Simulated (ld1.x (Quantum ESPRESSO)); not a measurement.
# PBEsol RRKJ dataset for He, scalar-relativistic all-electron reference.

```json
{
  "Element": "helium (He)",
  "Generator": "ld1.x (Quantum ESPRESSO) 7.5",
  "Type": "norm-conserving RRKJ (Kleinman–Bylander form)",
  "Functional": "PBEsol",
  "Relativity": "scalar-relativistic",
  "Frozen core": "none",
  "Valence charge": "2",
  "Reference configuration": "1s2",
  "Partial waves": "2p channel at 0.05 Ry: rc 0.50 bohr; 1s (bound): rc 0.55 bohr",
  "Local potential": "the s channel",
  "Core correction": "none"
}
```

All-electron outer shells of the reference configuration (PBEsol, scalar-relativistic, ld1.x):

| shell | level (eV) | outermost node (bohr) | outermost maximum (bohr) |
| --- | --- | --- | --- |
| 1s | -15.50 | – | 0.57 |

Results:

```json
{"Cutoffs needed": "140 Ry and 200 Ry (the cutoffs (Ry, on a coarse ladder) from which the occupation-weighted sum of valence levels, in a spherical-Bessel basis at the reference potential, stays within 10 and 1 mRy of its value at 400 Ry)", "Ghost test": "no extra level below or beside the all-electron valence levels (p, s, d, f tested) (spherical-Bessel basis up to 400 Ry, 20 bohr box)", "Largest excitation error": "+2.7 meV (all-electron minus pseudo) for 1s1, out of 2 test configurations"}
```

Generation and tests took about 0.4 s on one core of a shared server CPU.
